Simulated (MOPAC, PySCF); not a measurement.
CH6OSi2, SMILES `[SiH2]([SiH]=O)C` (C–Si–Si–O torsion 0°), neutral singlet in the gas phase. 

Cartesian coordinates (Å):
SMILES: C[SiH2][SiH]=O
```xyz
10

C     -1.5111    -0.3758     0.1503
Si    -0.0783     0.7999    -0.1071
Si     1.9492    -0.3961    -0.0704
O      1.9959    -1.9079     0.1431
H     -2.4610     0.1613     0.1408
H     -1.4124    -0.8927     1.1055
H     -1.5297    -1.1311    -0.6362
H     -0.1510     1.5042    -1.4130
H      0.0025     1.8350     0.9554
H      3.1960     0.4030    -0.2682
```
Charge 0, spin multiplicity 1.

All levels are single points at this geometry (B3LYP-D3(BJ)/def2-TZVP); Pople sets use spherical d functions. Orbital energies aren't observables, and empty levels follow the basis.

B3LYP/6-311+G** in PySCF gives HOMO (eV) = -7.36.

Estimate the HOMO (eV) from each of these levels: TPSSh-D3(BJ)/def2-TZVP in PySCF; B3LYP/6-31G* in PySCF; PBE/6-31G* in PySCF; SVWN5/6-31G* in PySCF; HF/6-31G* in PySCF; HF/STO-3G in PySCF; AM1 in MOPAC; PM6 in MOPAC.


```
level                            HOMO (eV)
-------------------------------  ---------
TPSSh-D3(BJ)/def2-TZVP in PySCF      -6.80
B3LYP/6-31G* in PySCF                -7.05
PBE/6-31G* in PySCF                  -5.91
SVWN5/6-31G* in PySCF                -6.01
HF/6-31G* in PySCF                  -10.60
HF/STO-3G in PySCF                   -7.03
AM1 in MOPAC                         -9.77
PM6 in MOPAC                         -8.94
```
